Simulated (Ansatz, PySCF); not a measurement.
Complex: N2 (SMILES N#N) (first 2 atoms) with CH4O (SMILES CO); geometry from B3LYP-D3(BJ)/def2-TZVP.
(charge 0, multiplicity 1):
| atom | x (Å) | y (Å) | z (Å) |
|---|---|---|---|
| N | 0.3202 | 0.4534 | -0.1787 |
| N | -0.0261 | 0.6827 | 0.8294 |
| C | 0.1895 | -0.3285 | 4.3153 |
| O | -1.0590 | 0.1527 | 3.8430 |
| H | 0.6734 | -0.9992 | 3.5958 |
| H | -0.0101 | -0.8917 | 5.2260 |
| H | 0.8823 | 0.4854 | 4.5580 |
| H | -0.9084 | 0.6325 | 3.0227 |

Basis-set superposition error: the interaction energy with monomers in their own basis, and in the dimer's basis (counterpoise).

Run with Ansatz (a quantum-chemistry and plane-wave program) with Gaussian orbitals; PySCF for M06-2X. Values without a source in brackets are computed.

| level | uncorrected (kcal/mol) | counterpoise (kcal/mol) | difference |
|---|---|---|---|
| HF/aug-cc-pVDZ | 0.00 | 0.14 | 0.14 |
| SVWN5/def2-TZVPPD | -2.44 | -2.33 | 0.11 |
| revPBE/def2-TZVPPD | -0.08 | 0.01 | 0.09 |
| BHLYP/def2-TZVPPD | -0.70 | -0.65 | 0.05 |
| M06-2X/def2-TZVPPD | -1.00 | -0.95 | 0.05 |
| CAM-B3LYP/def2-TZVPPD | -0.90 | -0.83 | 0.07 |
| wB97X-V/def2-TZVPPD | -1.24 | -1.17 | 0.06 |
| B2PLYP/def2-TZVPPD | -0.92 | -0.78 | 0.14 |
| SCS-MP2/aug-cc-pVQZ | -1.25 | -1.00 | 0.25 |
| CCSD(T)/aug-cc-pVDZ | -1.70 | -1.01 | 0.69 |

The error is largest for CCSD(T)/aug-cc-pVDZ (0.69 kcal/mol) and smallest for BHLYP/def2-TZVPPD (0.05 kcal/mol).
